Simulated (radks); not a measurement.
Results of a calculation; reference values are marked as such.
Spherical jellium clusters: N electrons in a uniform positive sphere of charge N and radius rs N^(1/3), rs = 4.62 bohr. Level of theory: non-relativistic Kohn-Sham, LDA (Slater exchange, Perdew-Wang correlation), spin-polarised, spherical densities (a radial shooting solver with Libxc functionals). Levels are named by radial order and angular momentum (1s, 1p, 1d, 2s, ...), and open shells are averaged over m.

N = 9, configuration 1s2 1p6 1d(up 1, down 0). This is the lowest configuration that the search found. Occupied and some empty levels:

level,occupation,eigenvalue (eV),<r> (bohr)
1s up,1,-3.9714,6.370
1s down,1,-3.8869,6.292
1p up,3,-3.1029,7.566
1p down,3,-2.9966,7.546
1d up,1,-2.0160,8.624
1d down,0,-1.9045,8.652
2s up,0,-1.5332,8.137
2s down,0,-1.4776,8.205
1f up,0,-0.82303,9.895
1f down,0,-0.72144,10.01
2p up,0,-0.56704,11.44
2p down,0,-0.51945,11.65

Energy (eV): total -15.9815, kinetic 11.949, external -271.07, Hartree 133.92, exchange-correlation -28.393, background 137.61.
